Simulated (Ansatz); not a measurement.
Ligand-field states of VBr2(PH3)2 (VP₂H₆Br₂) at its r2SCAN-D4/def2-SVP geometry (relaxed as a quartet).

```xyz
11

V    -0.161    0.472   -1.231
Br   -2.393    1.083   -0.388
Br    1.276    0.678   -3.140
P    -0.534   -1.753   -0.258
H     0.434   -2.797   -0.217
H    -1.597   -2.505   -0.828
H    -0.957   -1.825    1.097
P     0.812    1.426    0.804
H     0.269    1.045    2.061
H     0.661    2.830    0.948
H     2.191    1.346    1.151
```

CASSCF(3,5) on the V 3d shell in def2-SVP, averaged with equal weights over 10 quartets and 12 doublets, then SC-NEVPT2; Ansatz, no spin–orbit coupling. The space holds no ligand orbitals and no second d shell, so covalent complexes are described poorly.

Question: Estimate the states' energies above the lowest.

Answer: 
| state | CASSCF (eV) | NEVPT2 (eV) |
| --- | --- | --- |
| quartet 1 | 0.00 | 0.00 |
| quartet 2 | 0.66 | 0.76 |
| quartet 3 | 0.70 | 0.79 |
| quartet 4 | 0.93 | 1.08 |
| quartet 5 | 1.21 | 1.34 |
| quartet 6 | 1.33 | 1.46 |
| quartet 7 | 1.36 | 1.49 |
| quartet 8 | 2.45 | 2.34 |
| quartet 9 | 2.56 | 2.48 |
| quartet 10 | 2.99 | 2.85 |
| doublet 1 | 1.68 | 1.43 |
| doublet 2 | 1.74 | 1.45 |
| doublet 3 | 1.79 | 1.60 |
| doublet 4 | 1.86 | 1.67 |
| doublet 5 | 1.97 | 1.79 |
| doublet 6 | 2.22 | 2.09 |
| doublet 7 | 2.41 | 2.30 |
| doublet 8 | 2.43 | 2.32 |
| doublet 9 | 2.45 | 2.36 |
| doublet 10 | 2.50 | 2.38 |
| doublet 11 | 2.55 | 2.41 |
| doublet 12 | 2.78 | 2.67 |
The lowest NEVPT2 state is a quartet. Run time 40 s (4 threads of Intel Xeon 6975P-C on a shared host), peak host memory 1.6 GiB.
